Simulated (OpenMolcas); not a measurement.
# Ru5+: moving or changing the point charges

Ru5+ among 6 point charges of -1.7 e arranged as an octahedron (Oh), 1.82 Å from the ion.
```
   1.8200    0.0000    0.0000  -1.70
   0.0000    1.8200    0.0000  -1.70
  -1.8200    0.0000    0.0000  -1.70
   0.0000   -1.8200    0.0000  -1.70
   0.0000    0.0000    1.8200  -1.70
   0.0000    0.0000   -1.8200  -1.70
```

* Program: OpenMolcas 26.06
* Method: CASSCF
* Basis: ANO-RCC-VDZP [6s5p3d1f]
* Scalar Hamiltonian: DKH2, point nucleus
* Active space: 3 electrons in 5 orbitals (4d)
* State averaging: 2S+1 = 4 even, 10 roots; 2S+1 = 2 even, 40 roots
* Spin-orbit coupling: state interaction with AMFI integrals over the reference wave functions

Runs around this geometry, states (labels of O, the rotations of Oh). Energies in cm-1 above the lowest state or level, χT in cm3 K/mol; 10Dq and B are least-squares fits to the states below 45000 cm-1, weighted by degeneracy, with a free offset, and given where the rms deviation is under 5 % of |10Dq| (or 100 cm-1) and under 700 cm-1.

```json
{"R (Å)": "1.82", "q (e)": "-1.36", "Ground state": "4A2", "First state of that spin": "4T2 6894", "10Dq": "7089", "B (rms of fit)": "990 (77)", "First gap with spin-orbit (degeneracies)": "6687 (4, 4)", "χT at 300 K": "1.023", "First state of another spin": "2E 18429"}
{"R (Å)": "1.74", "q (e)": "-1.7", "Ground state": "4A2", "First state of that spin": "4T2 10671", "10Dq": "10948", "B (rms of fit)": "989 (128)", "First gap with spin-orbit (degeneracies)": "10378 (4, 4)", "χT at 300 K": "1.282", "First state of another spin": "2E 18586"}
{"R (Å)": "1.82", "q (e)": "-1.7", "Ground state": "4A2", "First state of that spin": "4T2 8596", "10Dq": "8844", "B (rms of fit)": "989 (101)", "First gap with spin-orbit (degeneracies)": "8361 (4, 4)", "χT at 300 K": "1.160", "First state of another spin": "2E 18520"}
```

Taking |10Dq| as R^-n, n = -ln(8844 / 10948) / ln(1.82 / 1.74) = 4.7 between the shortest and longest distance. The point-charge formula for a cubic d site gives n = 5.

Scaling the charges by -1.36 / -1.7 = 0.80 scales |10Dq| by 7089 / 8844 = 0.80; with fixed orbitals a first-order splitting would follow the charge.

Without dynamic correlation the repulsion within the d shell is too large (B by tens of per cent), so at a given field states of lower spin stand too high. This field is weak: 10Dq is about 7089 cm-1, while octahedral complexes of 4d ions of charge 3 and more, computed by the same method with explicit ligands, had a median near 25000 cm-1. Ground spin and moment need not be those of a real site (figures for R = 1.82, q = -1.36; the like holds for R = 1.74, q = -1.7, R = 1.82, q = -1.7). This is an electrostatic model: the charges have no orbitals. No measured value stands beside these numbers.
